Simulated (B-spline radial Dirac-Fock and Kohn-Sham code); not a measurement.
**X-ray form factors of iodine in several charge states**

Model: relativistic Hartree-Fock (Dirac-Fock) wave functions, averaged over the configuration. Program: a radial atomic solver.

Configurations: I⁷⁺ [Kr] 4d10; I⁸⁺ [Kr] 4d9; I⁹⁺ [Kr] 4d8. The first column is f₀ of I⁷⁺, the others are differences from it.

```
s (Å⁻¹)     I⁷⁺   Δ I⁸⁺   Δ I⁹⁺
      0  46.000  -1.000  -2.000
   0.05  45.694  -0.974  -1.951
    0.1  44.801  -0.901  -1.810
   0.15  43.387  -0.789  -1.595
    0.2  41.553  -0.653  -1.330
   0.25  39.419  -0.507  -1.045
    0.3  37.112  -0.365  -0.765
   0.35  34.748  -0.238  -0.511
    0.4  32.429  -0.133  -0.298
   0.45  30.230  -0.052  -0.131
    0.5  28.203  +0.004  -0.011
    0.6  24.757  +0.058  +0.109
    0.7  22.111  +0.060  +0.121
    0.8  20.115  +0.040  +0.084
    0.9  18.570  +0.016  +0.037
      1  17.299  -0.002  -0.001
    1.1  16.172  -0.013  -0.025
    1.2  15.115  -0.018  -0.036
    1.4  13.093  -0.017  -0.036
    1.6  11.211  -0.012  -0.025
```

Values without a named source are computed, but for edge energies of neutral atoms, which are taken from tables.
